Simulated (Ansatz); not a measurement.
`C[N](C)[In]([NH2])[OH]` at its PBE0-D4/def2-TZVP geometry, where that method's forces vanish. Charge 0, multiplicity 1. In: def2 effective core potential.

```xyz
15

C     1.1857   -0.7880   -1.3094
N     0.3461    0.0998   -0.5537
C    -0.0294    1.2782   -1.2870
In   -0.4271   -0.3689    1.2411
N    -1.6130    0.8448    2.3309
O     0.1915   -2.0371    2.1285
H     2.1229   -0.2956   -1.6126
H     0.6974   -1.1437   -2.2311
H     1.4584   -1.6703   -0.7244
H    -0.6448    1.9456   -0.6783
H     0.8556    1.8523   -1.6033
H    -0.5998    1.0410   -2.1998
H    -2.2816    1.3901    1.8046
H    -2.1059    0.3724    3.0767
H     0.8439   -2.5206    1.6178
```

(1) What forces (eV/Å) does PBE-D4/def2-TZVPP give on these atoms in the Gaussian-basis code of Ansatz? (An estimate is asked.)

## Answers

(1) Ansatz gave: 
```
C1   0.037 -0.084  0.001
N2   0.084  0.056 -0.032
C3  -0.059  0.076  0.000
In4 -0.134  0.035 -0.100
N5   0.232  0.247  0.177
O6  -0.187 -0.163  0.534
H7   0.205  0.103 -0.074
H8  -0.095 -0.081 -0.208
H9   0.056 -0.182  0.117
H10 -0.125  0.138  0.115
H11  0.190  0.130 -0.077
H12 -0.122 -0.038 -0.207
H13 -0.237  0.162 -0.196
H14 -0.180 -0.176  0.238
H15  0.334 -0.223 -0.289
```
